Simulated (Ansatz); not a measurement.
A further run on the cluster LiI₂⁻ (the lowest singlet isomer of a short search).

```yaml
crystal:
  periodic: [false, false, false]
  atoms:
    - {symbol: Li, position_ang: [0.000175, 0.000452, -0.000410]}
    - {symbol: I, position_ang: [-0.415562, 1.939288, 1.601879]}
    - {symbol: I, position_ang: [0.415387, -1.939731, -1.601479]}
basis:
  gaussian: {orbitals: x2c-TZVPPall}
total_charge: -1
hamiltonian: {xc: {name: PBE0}, pseudopotentials: {relativity: none}}
```

```sh
$ ansatz run in.yaml --threads 4 --pin off --events-out ev --progress --plain --max-ram 3916MiB
```

Output, abridged:

```
Functional definition: PBE0
1348 factors; integrals over basis functions are off by at most 2.8e-4 eV
mean field evaluation 1: about -368483.9386 eV, gradient 8.4e0 eV
mean field evaluation 2: about -368483.9637 eV, gradient 4.0e0 eV
mean field evaluation 4: about -368483.9796 eV, gradient 8.2e-1 eV
mean field evaluation 8: about -368483.9835 eV, gradient 8.4e-3 eV
mean field evaluation 16: about -368483.9835 eV, gradient 3.8e-6 eV
mean field -368483.98345933 eV, -13541.5366247156 hartree, gradient 3.8e-6 eV, S^2 0.000000; 0 other end points of the search recorded, 0 dependent functions left out
reference -368483.98348274 eV, -13541.5366255759 hartree; 55, 55 occupied and 84, 84 virtual orbitals, 1348 factors
WARN: the results are in doubt because the basis set is contracted for relativity, which is off
Total energy: -368483.98348274 eV, -13541.5366255759 hartree
In doubt: the basis set is contracted for relativity, which is off
```

Hardware: 4 threads of Arm Neoverse V2 on a shared host. Wall time 2.2 s.

DK, ANO-RCC and x2c sets are all-electron and run with scalar relativity unless a key says otherwise. The highest occupied level of an anion often lies above zero with these methods, and sets without diffuse functions describe the outer electron poorly. The program marks the result for the charge -1 singlet as doubtful (missing relativity).
